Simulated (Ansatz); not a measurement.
Consider the stannylene formation by 1,1-elimination: `[CH3][Sn]([OH])([OH])[Cl]` → `[CH3][Sn][Cl]` + hydrogen peroxide.

Calculated with Ansatz (gas phase, PBE0-D4/def2-TZVP geometries, no zero-point term in ΔE). CBS: MP2 limit from def2 TZ/QZ plus the TZ coupled-cluster correction, frozen cores. This one scheme is used for every species. Functionals use def2-TZVPP. HSE06 is defined as in plane-wave codes. Elements past krypton have def2 core potentials. For Sn outer-core shells are correlated without core-valence functions, which leaves a few kJ/mol of doubt a bond. Each species was taken in one conformer, which may not be the lowest.

```csv
level,ΔE (eV),difference from CCSD(T)/CBS
r2SCAN-D4,4.36,-0.17
B97M-V,4.38,-0.15
r2SCAN0-D4,4.45,-0.08
ωB97M-V,4.31,-0.22
r2SCANh,4.37,-0.16
HSE06,4.16,-0.37
CAM-B3LYP,4.21,-0.32
HF/def2-SVP,4.07,-0.46
MP2/def2-TZVPP,4.64,0.11
CCSD(T)/def2-TZVPP,4.41,-0.12
CCSD(T)/CBS,4.53,0
```

(1) What do rigid-rotor, harmonic-oscillator terms from PBE0-D4/def2-TZVP frequencies (298.15 K, 1 bar) make of the CCSD(T)/CBS value? (Estimate.)

Largest T1 diagnostic among the species: 0.013.

Results:

(1) Ansatz gave: ΔZPE = -0.03 eV, ΔH = +4.50 eV, ΔS = 142 J/(mol·K), ΔG = +4.07 eV. Modes under 50 cm⁻¹ make the entropy rough.

At CCSD(T), def2-SVP lies −0.43 eV from the extrapolated value and def2-TZVPP −0.12 eV. From PBE to PBE0 (25 % exact exchange), in def2-TZVPP and without D4, ΔE moves by +0.24 eV.

CCSD(T)/CBS has its own doubt, a few kJ/mol and more with outer-core shells, so smaller differences from it don't rank the levels.
